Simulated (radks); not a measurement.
Polarisabilities and homonuclear dispersion coefficients (atomic units). Code: a radial shooting solver on a logarithmic mesh with Libxc functionals. Model: non-relativistic Kohn-Sham, LDA (Slater exchange, VWN5 correlation), spin-unpolarised, spherical densities, point nucleus. Response by self-consistent Sternheimer equations with the Hartree and adiabatic LDA kernel. For heavy and open-shell atoms this level of theory can miss by tens of per cent. "Uncoupled" leaves out the induced potential. Quadrupole and octupole values are given only where no p, d or f shell is open. The Sternheimer factor gamma scales a distant field gradient at the nucleus by 1 - gamma.

species      configuration  alpha1 (bohr^3)  alpha1, uncoupled  alpha2 (bohr^5)  alpha3 (bohr^7)     C6    C8  Sternheimer gamma  recommended alpha1
Cr2+              [Ar] 3d4            4.818              5.994                -                -  14.47     -                  -                   -
Sc2+              [Ar] 3d1            4.997              6.594                -                -  14.79     -                  -                   -
I2+      [Kr] 4d10 5s2 5p3            14.52              25.23                -                -  102.1     -                  -                   -
Pd               [Kr] 4d10            28.36              45.26            458.6             4965  203.2  8780              -20.8       26.14 +/- 0.1

Recommended values: Schwerdtfeger and Nagle, table of static dipole polarisabilities (2023 update), measured or computed.

Beside tabulated values, note that relativity, absent from the non-relativistic runs, is large for the heavy elements, and spin-unpolarised runs miss the spin-polarisation part of the exchange energy of open shells.
